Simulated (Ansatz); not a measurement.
`C[CH](C)[Ge][F]` + CH₃OH → `C[O][Ge][F]` + `CCC` at 500 K and 1 bar (ligand exchange at a Ge–C bond).

Isolated molecules relaxed with PBE0-D4/def2-TZVP in Ansatz; ΔE leaves out vibrations. CCSD(T)/CBS adds triple-zeta CCSD(T) − MP2 to the extrapolated MP2 energy (def2 sets, frozen cores). This one scheme is used for every species. For Ge outer-core shells are correlated without core-valence functions, which leaves a few kJ/mol of doubt a bond. Scalar relativity is left out up to krypton. One conformer a species, not always the lowest.

```json
{"species": "`C[CH](C)[Ge][F]`", "CCSD(T)/CBS energy (Eh)": "-2294.29857", "H − E (kJ/mol)": "296.0", "S (J/(mol·K))": "432.4"}
{"species": "CH₃OH", "CCSD(T)/CBS energy (Eh)": "-115.61712", "H − E (kJ/mol)": "157.0", "S (J/(mol·K))": "265.4"}
{"species": "`C[O][Ge][F]`", "CCSD(T)/CBS energy (Eh)": "-2290.98541", "H − E (kJ/mol)": "149.4", "S (J/(mol·K))": "365.0"}
{"species": "`CCC`", "CCSD(T)/CBS energy (Eh)": "-118.98051", "H − E (kJ/mol)": "304.1", "S (J/(mol·K))": "314.1"}
```

H − E and S are ideal-gas, rigid-rotor, harmonic terms from PBE0-D4/def2-TZVP, for one conformer and one mirror image of each species. 1 Eh = 2625.50 kJ/mol, R = 8.31446 J/(mol·K).

Problem. By hand: ΔE, ΔH, ΔS and ΔG.

Solution. ΔE = (-2290.98541) + (-118.98051) − (-2294.29857) − (-115.61712) = -0.05023 Eh = -131.9 kJ/mol. Δ(H − E) = 149.4 + 304.1 − 296.0 − 157.0 = 0.5, so ΔH = -131.4 kJ/mol. ΔS = 365.0 + 314.1 − 432.4 − 265.4 = -18.7 J/(mol·K). ΔG = -131.4 − 500 × (-18.7)/1000 = -122.1 kJ/mol.

Problem. By hand: the equilibrium constant, and the temperature at which ΔG would vanish if ΔH and ΔS stayed fixed.

Solution. log₁₀ K = −ΔG/(RT ln 10) = 12.8. ΔG = 0 at ΔH/ΔS = 7027 K, far beyond where these terms or the molecules hold.

ΔH outweighs TΔS. A doubt of 5 kJ/mol in ΔE shifts log₁₀ K by 0.5 here. Other conformers and mirror images would add mixing entropy, several J/(mol·K) or more a flexible species. Modes under 60 cm⁻¹, often nearly free rotors, make the harmonic entropy too high. These are equilibria of isolated gas molecules and say nothing of rates. Largest T1 diagnostic: 0.015 (customary marks: 0.02 for closed shells, 0.045 for open ones).
